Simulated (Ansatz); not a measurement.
Reaction (redistribution): `B[SiH](C)CF` + `B[SiH2]N` → `B[SiH](B)CF` + `C[SiH2]N`

Program: Ansatz. Geometries: PBE0-D4/def2-TZVP. ΔE: electronic, gas phase. CCSD(T)/CBS is the MP2 limit (def2-TZVPP, def2-QZVPP) plus CCSD(T) − MP2 in def2-TZVPP, frozen cores. Functionals use def2-TZVPP. B3LYP here is the variant with VWN-RPA as its local correlation; programs differ in this. Each species was taken in one conformer, which may not be the lowest.

`B[SiH](C)CF`:

```xyz
13

B     0.265   -1.078   -1.726
Si    0.467   -0.098    0.017
C    -0.413   -0.879    1.475
C    -0.068    1.718   -0.156
F    -1.429    1.774   -0.471
H     0.042   -2.253   -1.777
H     0.422   -0.510   -2.768
H     1.946   -0.062    0.267
H    -0.125   -1.926    1.588
H    -1.495   -0.839    1.331
H    -0.177   -0.357    2.406
H     0.483    2.226   -0.954
H     0.081    2.284    0.770
```

`B[SiH2]N`:

```xyz
9

B    -0.062   -1.204    1.112
Si    0.176    0.563    0.202
N    -0.402    0.529   -1.423
H    -0.235   -2.225    0.512
H     0.026   -1.283    2.303
H     1.643    0.864    0.362
H    -0.530    1.671    0.905
H    -0.398    1.366   -1.982
H    -0.218   -0.282   -1.992
```

`B[SiH](B)CF`:

Cartesian coordinates in Å:
```
B -0.435 0.892 1.660
Si -0.484 -0.234 -0.001
B 0.824 -1.708 0.379
C -0.062 0.748 -1.581
F 1.209 1.302 -1.453
H 0.130 1.944 1.691
H -0.944 0.495 2.666
H -1.854 -0.814 -0.172
H 0.542 -2.571 1.156
H 1.910 -1.730 -0.120
H -0.771 1.565 -1.754
H -0.065 0.110 -2.471
```

`C[SiH2]N`:

Z-matrix (Å, degrees):
```
C
Si 1 1.871
H 1 1.093 2 111.2
H 1 1.094 2 110.5 3 119.8
H 1 1.093 2 111.2 3 -120.4
N 2 1.720 1 116.4 3 60.2
H 2 1.489 1 108.4 3 -179.4
H 2 1.489 1 108.4 3 -60.3
H 6 1.007 2 120.7 1 73.7
H 6 1.007 2 120.7 1 -73.5
```

```csv
level,ΔE (kJ/mol)
PBE-D4,-15.5
r2SCAN-D4,-15.2
PBE0-D4,-12.6
B3LYP-D4,-11.5
ωB97X-V,-9.0
PBE,-15.6
HF/CBS(def2),-6.1
CCSD/CBS(def2),-9.8
```

**Question.** What does CCSD(T)/CBS give? (An estimate is asked.)

**Answer.** Computed: -11.3 kJ/mol. The listed levels differ from it by -4.2, -3.9, -1.3, -0.2, 2.3, -4.3, 5.2, 1.5 kJ/mol.

Largest T1 diagnostic among the species: 0.014.

In def2-TZVPP, CCSD(T) changes the Hartree–Fock value by −5.3 kJ/mol (the triples alone add −1.4 kJ/mol) and MP2 by −5.4 kJ/mol.
